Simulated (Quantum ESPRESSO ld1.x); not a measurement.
Initial-state core-level shifts of neutral silicon when its valence configuration changes from [Ne] 3s2 3p2. All-electron calculation, Dirac Kohn-Sham, relativistic LDA (MacDonald-Vosko exchange, VWN5 correlation), spin-unpolarised, spherical densities, point nucleus; open shells are shared between the two j in proportion to 2j + 1. Program: ld1.x of Quantum ESPRESSO 7.5. Shifts are changes of the shell-averaged eigenvalues in eV (positive: less bound).

valence	1s	2s	2p
3s1 3p3	-1.645	-1.605	-1.589
3p4	-3.162	-3.092	-3.059
3s1.5 3p2.5	-0.841	-0.819	-0.812
3s0.5 3p3.5	-2.418	-2.361	-2.337
